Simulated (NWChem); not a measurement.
**What each level costs for CCl2**

```
C
Cl 1 1.7189
Cl 1 1.7189 2 109.33
```
Charge 0, spin multiplicity 1.

The numbers come from NWChem runs, not from measurements. All single points use one geometry, from PBE0/def2-SVP, a minimum by its harmonic frequencies.

Basis set: cc-pVTZ (98 functions). Each entry is one whole single-point run; the coupled-cluster runs use the TCE module, and the SCF and DFT modules converge to different thresholds.

The correlated methods keep 11 core orbitals frozen. B3LYP has NWChem's definition, with VWN1-RPA local correlation. The structure started from a generated list of species.

**Question.** Roughly how much processor time does each of these take, relative to RHF: MP2, RI-MP2, B2PLYP, PBE, B3LYP, LDA (SVWN5), CR-CCSD(T)?

**Answer.** RI-MP2 about the same, within a factor of 3; LDA (SVWN5) about the same, within a factor of 3; B3LYP about the same, within a factor of 3; PBE about the same, within a factor of 3; MP2 about 4; B2PLYP about 6; CR-CCSD(T) about 10 (rough ratios from shared machines).
